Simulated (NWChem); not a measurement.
System: BH₃Se₂O; SMILES [SeH]B([SeH])O

Here is an NWChem input.

```
start job
memory heap 200 mb stack 900 mb global 1100 mb
geometry units angstroms noautoz
  B      0.675985     0.044841     0.000000
  O      2.033772     0.166589     0.000000
  H      2.509934    -0.681828     0.000000
  Se    -0.328951    -1.653686     0.000000
  H      0.871412    -2.534567     0.000000
  Se    -0.316286     1.743713     0.000000
  H     -1.653903     1.100880     0.000000
end
basis spherical
  B library aug-cc-pvdz
  O library aug-cc-pvdz
  H library aug-cc-pvdz
  Se library aug-cc-pvdz
end
dft
  xc b3lyp
  iterations 150
  vectors input atomic output neutral.movecs
end
task dft energy
charge 1
dft
  odft
  mult 2
  vectors input atomic output cation.movecs
end
task dft energy
charge -1
dft
  odft
  mult 2
  vectors input atomic output anion.movecs
end
task dft energy
```

Output (shortened):

```
             Northwest Computational Chemistry Package (NWChem) 7.3.0
             --------------------------------------------------------

 CS  symmetry detected

                             Geometry "geometry" -> ""
                             -------------------------

 Output coordinates in angstroms (scale by  1.889725989 to convert to a.u.)

  No.       Tag          Charge          X              Y              Z
 ---- ---------------- ---------- -------------- -------------- --------------
    1 B                    5.0000     0.68266703     0.01462632     0.00000000
    2 O                    8.0000     2.04052959     0.13552868     0.00000000
    3 H                    1.0000     2.51616311    -0.71318470     0.00000000
    4 Se                  34.0000    -0.32332660    -1.68327449     0.00000000
    5 H                    1.0000     0.87648756    -2.56490289     0.00000000
    6 Se                  34.0000    -0.30854574     1.71411597     0.00000000
    7 H                    1.0000    -1.64656283     1.07211615     0.00000000

 Effective nuclear repulsion energy (a.u.)     441.7329197495

      Symmetry information
      --------------------

 Group name             Cs
 Group number              2
 Group order               2
 No. of unique centers     7

                                 NWChem DFT Module
                                 -----------------

 Summary of "ao basis" -> "ao basis" (spherical)
 ------------------------------------------------------------------------------
       Tag                 Description            Shells   Functions and Types
 ---------------- ------------------------------  ------  ---------------------
 B                        aug-cc-pvdz                9       23   4s3p2d
 O                        aug-cc-pvdz                9       23   4s3p2d
 H                        aug-cc-pvdz                5        9   3s2p
 Se                       aug-cc-pvdz               14       36   6s5p3d

      Symmetry analysis of basis
      --------------------------

        a'        103
        a"         42

            General Information
            -------------------
          SCF calculation type: DFT
          Wavefunction type:  closed shell.
          No. of atoms     :     7
          No. of electrons :    84
           Alpha electrons :    42
            Beta electrons :    42
          Charge           :     0
          Spin multiplicity:     1
          Use of symmetry is: on ; symmetry adaption is: on
          Maximum number of iterations: 150
          AO basis - number of functions:   145
                     number of shells:    61
          Convergence on energy requested:  1.00D-06
          Convergence on density requested:  1.00D-05
          Convergence on gradient requested:  5.00D-04

              XC Information
              --------------
                         B3LYP Method XC Potential
                     Hartree-Fock (Exact) Exchange  0.200
                        Slater Exchange Functional  0.800 local
                    Becke 1988 Exchange Functional  0.720 non-local
              Lee-Yang-Parr Correlation Functional  0.810
                  VWN I RPA Correlation Functional  0.190 local

             Grid Information
             ----------------
          Grid used for XC integration:  medium
          Radial quadrature: Mura-Knowles
          Angular quadrature: Lebedev.
          Tag              B.-S. Rad. Rad. Pts. Rad. Cut. Ang. Pts.
          ---              ---------- --------- --------- ---------
          B                   0.85       49          14.0       434
          O                   0.60       49          14.0       434
          H                   0.35       45          16.0       434
          Se                  1.15      112          16.0       590
          Grid pruning is: on
          Number of quadrature shells:   457
          Spatial weights used:  Erf1

      Superposition of Atomic Density Guess
      -------------------------------------

 Sum of atomic energies:       -4900.36052397

      Non-variational initial energy
      ------------------------------

 Total energy =   -4901.687104
 1-e energy   =   -7702.986776
 2-e energy   =    2359.566753
 HOMO         =      -0.287292
 LUMO         =       0.008971

      Symmetry analysis of molecular orbitals - initial
      -------------------------------------------------

  Numbering of irreducible representations:

     1 a'          2 a"

  Orbital symmetries:

     1 a'          2 a'          3 a'          4 a'          5 a'
     6 a'          7 a"          8 a'          9 a'         10 a"
    11 a'         12 a'         13 a'         14 a'         15 a'
    16 a'         17 a'         18 a'         19 a"         20 a"
    21 a'         22 a'         23 a'         24 a'         25 a"
    26 a"         27 a'         28 a"         29 a'         30 a"
    31 a'         32 a'         33 a'         34 a'         35 a'
    36 a'         37 a"         38 a'         39 a'         40 a'
    41 a"         42 a"         43 a'         44 a'         45 a'
    46 a'         47 a"         48 a"         49 a'         50 a'
    51 a'         52 a'

   convergence    iter        energy       DeltaE   RMS-Dens  Diis-err
 ---------------- ----- ----------------- --------- --------- ---------
 d= 0,ls=0.0,diis     1  -4905.0240850828 -5.35D+03  9.69D-03  7.96D-01
 d= 0,ls=0.0,diis     2  -4904.9905806157  3.35D-02  4.50D-03  1.19D+00
 d= 0,ls=0.0,diis     3  -4905.1103301604 -1.20D-01  1.12D-03  8.14D-02
 d= 0,ls=0.0,diis     4  -4905.1174685926 -7.14D-03  4.41D-04  5.63D-03
 d= 0,ls=0.0,diis     5  -4905.1182228720 -7.54D-04  1.41D-04  5.87D-04
  Resetting Diis
 d= 0,ls=0.0,diis     6  -4905.1183119052 -8.90D-05  3.98D-05  4.44D-05
 d= 0,ls=0.0,diis     7  -4905.1183194151 -7.51D-06  1.62D-05  1.71D-06
 d= 0,ls=0.0,diis     8  -4905.1183192981  1.17D-07  8.51D-06  2.51D-06

[...]
```

Level: B3LYP/aug-cc-pVDZ, vertical spin-unrestricted ions. The geometry was optimised at PBE-D3(BJ)/def2-SVP.
